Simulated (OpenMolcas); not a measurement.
## Levels of Al⁺ by method

```
Program             : OpenMolcas
Basis               : ANO-RCC-VQZP [6s5p3d2f1g]
Scalar Hamiltonian  : DKH2, point nucleus
Active space        : 2 electrons in 9 orbitals (RAS2 3s 3p; RAS3 3d, at most 2 electrons)
State averaging     : 2S+1 = 3 even, 3 roots; 2S+1 = 1 even, 7 roots; 2S+1 = 3 odd, 3 roots; 2S+1 = 1 odd, 3 roots
Spin-orbit coupling : RASSI with atomic mean-field integrals over the reference wave functions, term energies averaged over their components
```

Methods on the same reference wave functions:
A. RASSCF
B. SS-RASPT2, IPEA 0.25 Eh, imaginary shift 0.1 Eh (closed shells correlated: 2s 2p)
C. MS-RASPT2, IPEA 0.25 Eh, imaginary shift 0.1 Eh (closed shells correlated: 2s 2p)

Energies in cm-1 above 3s2 1S0, the measured ground level; measured values from NIST Handbook of Basic Atomic Spectroscopic Data.

```
      Level      A      B      C  Measured
    3s2 1S0    0.0    0.0    0.0       0.0
3s 3p 3P* 0  35231  36970  37060     37393
3s 3p 3P* 1  35282  37020  37110     37454
3s 3p 3P* 2  35384  37120  37210     37578
3s 3p 1P* 1  60142  59720  59810     59852
```

Deviations, from unrounded energies. A percentage is the sum of absolute deviations over the sum of measured energies, with the sign that they share, or ± where signs differ.

```
           Against measurement  Levels     A     B     C
mean absolute deviation (cm-1)       4  1700   360   270
      other configurations (%)       4  ±4.0  -0.8  -0.6
```

C lies closest to measurement on these levels and A furthest from it. The largest miss of C in the table is 3s 3p 3P* 2, by -370 cm-1. The ranking rests on the paired levels alone, and a cruder setting can come out closer through cancelling errors.

Between B and C the level of the table that moves most is 3s 3p 3P* 0, by 90 cm-1 (lowest in B, highest in C). Moves below CASPT2's spread within the term are not significant.

The lowest spin-free term lies below A's lowest term by 0.232 hartree in B, 0.232 hartree in C.

Active for correlation alone: 3d; no level in the range computed is led by a configuration that fills it, so any true level of that kind is missing. Without dynamic correlation excited terms often stand tens of per cent too high (terms of higher spin than the ground term too low), and those without a measured partner can miss by more than the paired ones (holds for A). Measured partners are found by configuration, term and J. A level has none where our copy of the source lacks it or the pairing is in doubt (some pairs that miss far off the trend of their configuration count as doubtful), and it then counts in no deviation. Only configurations of the active space appear. The table leaves out levels that lie high or whose names do not pair safely across all columns.

* marks odd parity.
